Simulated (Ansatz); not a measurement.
Program: Ansatz. Geometries: PBE0-D4/def2-TZVP. ΔE: electronic, gas phase. CCSD(T)/CBS adds triple-zeta CCSD(T) − MP2 to the extrapolated MP2 energy (def2 sets, frozen cores). Functionals use def2-TZVPP. For Se outer-core shells are correlated without core-valence functions, which leaves a few kJ/mol of doubt a bond. Scalar relativity is left out up to krypton. Each species was taken in one conformer, which may not be the lowest.

`CC[Se][SiH2]C` + `CC(=N)O` → `COC(C)=N` + `CC[Se][SiH3]`  (substitution at a C–Si bond)

| species | r2SCAN energy (Eh) |
| --- | --- |
| `CC[Se][SiH2]C` | -2811.35895 |
| `CC(=N)O` | -209.17248 |
| `COC(C)=N` | -248.45866 |
| `CC[Se][SiH3]` | -2772.03816 |

Q: Work out ΔE.

A: ΔE = (-248.45866) + (-2772.03816) − (-2811.35895) − (-209.17248) = 0.03461 Eh = +21.7 kcal/mol. CCSD(T)/CBS gives +21.8 kcal/mol.

Largest T1 diagnostic among the species: 0.013.

The D4 term adds +0.7 kcal/mol with B3LYP and +0.4 kcal/mol with PBE0; it sums over pairs of atoms, weighted by their polarisabilities, and B3LYP, whose exchange is more repulsive, gets the larger term. In def2-TZVPP, CCSD(T) changes the Hartree–Fock value by +2.6 kcal/mol (the triples alone add +0.1 kcal/mol) and MP2 by +4.1 kcal/mol.

B3LYP here is the variant with VWN-RPA as its local correlation; programs differ in this.
